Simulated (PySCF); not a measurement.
Isomers of C2H6N2O. Gas-phase values, no solvent. One relaxed conformer stands for each flexible species; it need not be the lowest. Strings in code marks are SMILES.

The vertical ionisation energy (Delta-SCF) from two functionals at the same geometries (r2SCAN-D4/def2-TZVP), both in PySCF: PBE-D3(BJ)/def2-TZVP and r2SCAN-D4/def2-TZVP. Delta-SCF ions had no search for a lower state. 

| species | PBE-D3(BJ)/def2-TZVP (eV) | r2SCAN-D4/def2-TZVP (eV) |
|---|---|---|
| `O(/C(N)=N/[H])C` | 9.12 | 9.14 |
| `C/N=C(/N)O` | 8.68 | 8.69 |
| `[H]/N=C/NCO` | 9.15 | 9.21 |
| `N(=C\OCN)/[H]` | 8.88 | 9.04 |
| `[H]/N=C(\N)CO` (N–C–C–O torsion -159°, C–C–O–H torsion 72°) | 9.04 | 9.10 |
| `N/C=N\CO` (C–N–C–O torsion -52°, N–C–O–H torsion -61°) | 8.98 | 9.03 |

Over these rows, drawn at random from the members with no instability flagged (it was tested for open shells, ions and some series alone), PBE minus r2SCAN-D4: mean -0.06 eV, from -0.16 eV to -0.02 eV.
